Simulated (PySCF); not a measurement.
Positional isomers: butadiene chloro+silyl. All species are isolated molecules in the gas phase. One relaxed conformer stands for each flexible species; it need not be the lowest. Strings in code marks are SMILES.

Excitations are Tamm–Dancoff values on a coarser integration grid. The basis has no diffuse functions, so Rydberg states are missing or too high.

A: `C(C(Cl)=C)(=C)[SiH3]` (Si–C–C–Cl torsion 45°)
B: `[SiH3]/C=C\C=C/Cl` (C–C–C–C torsion 180°)
C: `C=C(Cl)/C=C\[SiH3]` (Cl–C–C–C torsion 0°)
D: `C=C/C(Cl)=C/[SiH3]` (C–C–C–Cl torsion 0°)
E: `C(=C(/C=C)[SiH3])/Cl` (C–C–C–Si torsion 0°)
F: `C=C/C([SiH3])=C/Cl` (C–C–C–Si torsion 0°)

Problem. Rank these by brightest of the four lowest singlets (TDA) (lowest first), as PBE-D3(BJ)/def2-TZVP // CAM-B3LYP-D3(BJ)/def2-TZVP run with PySCF gives it.

Solution. B (4.93 eV), E (5.29 eV), F (5.39 eV), C (5.56 eV), D (5.60 eV), A (5.77 eV)
